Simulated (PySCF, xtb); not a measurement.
H₇HfN₃S, SMILES [NH2][Hf]([NH2])([NH2])[SH], multiplicity 1. Other conformers were not sampled.

Harmonic wavenumbers (cm⁻¹) from GFN2-xTB (xtb) at its own minimum, in rising order: 45, 64, 83, 94, 102, 117, 138, 173, 192, 252, 322, 371, 388, 424, 431, 448, 462, 467, 489, 494, 1525, 1531, 1533, 2404, 3296, 3299, 3305, 3315, 3327, 3330.

Question: What does B3LYP-D3(BJ)/def2-SVP (PySCF 2.14.0) give at its own minimum? (An estimate is asked for; the answer gives what the named calculation found.)

Answer: 64, 106, 118, 129, 145, 152, 243, 291, 313, 347, 451, 469, 481, 488, 495, 503, 509, 621, 625, 637, 1504, 1505, 1509, 2646, 3513, 3516, 3522, 3602, 3607, 3607. Paired by order, the mean absolute difference is 115 cm⁻¹ and the zero-point energies are 46.3 and 51.1 kcal/mol.
